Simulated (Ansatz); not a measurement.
```yaml
crystal:
  periodic: [false, false, false]
  atoms:
    - {symbol: N, position_ang: [-3.131173, 1.205201, 0.935648]}
    - {symbol: D, position_ang: [-1.312825, 0.558294, 0.408084]}
    - {symbol: N, position_ang: [0.456137, -0.238790, -0.158754]}
    - {symbol: Si, position_ang: [0.484604, -1.886137, -0.645459]}
    - {symbol: Si, position_ang: [1.846208, 0.768140, -0.116962]}
    - {symbol: H, position_ang: [-3.439572, 1.984413, 0.365645]}
    - {symbol: H, position_ang: [-3.158750, 1.524458, 1.897153]}
    - {symbol: H, position_ang: [-0.901643, -2.434163, -0.577180]}
    - {symbol: H, position_ang: [0.980019, -2.055015, -2.042372]}
    - {symbol: H, position_ang: [1.353160, -2.724992, 0.230729]}
    - {symbol: H, position_ang: [2.879217, 0.279908, 0.842337]}
    - {symbol: H, position_ang: [2.505816, 0.879674, -1.450239]}
    - {symbol: H, position_ang: [1.438791, 2.139020, 0.311380]}
basis:
  gaussian: {orbitals: def2-mTZVPP}
hamiltonian: {xc: {name: revPBE0}, dispersion: d3bj}
accuracy: high
```

```sh
$ ansatz run in.yaml --threads 8 --pin off --events-out ev --progress --plain --max-ram 20889MiB
```

It prints (some lines left out):

```
Error: YAML parse error: error: line 5 column 16: `D` is not an element symbol (H … Og, case-exact)
 --> <input>:5:16
  |
3 |   atoms:
4 |     - {symbol: N, position_ang: [-3.131173, 1.205201, 0.935648]}
5 |     - {symbol: D, position_ang: [-1.312825, 0.558294, 0.408084]}
  |                ^ `D` is not an element symbol (H … Og, case-exact)
6 |     - {symbol: N, position_ang: [0.456137, -0.238790, -0.158754]}
7 |     - {symbol: Si, position_ang: [0.484604, -1.886137, -0.645459]}
  |
```

Question: Something in this input is off. What?

Answer: An element symbol is wrong. The program refused the input.
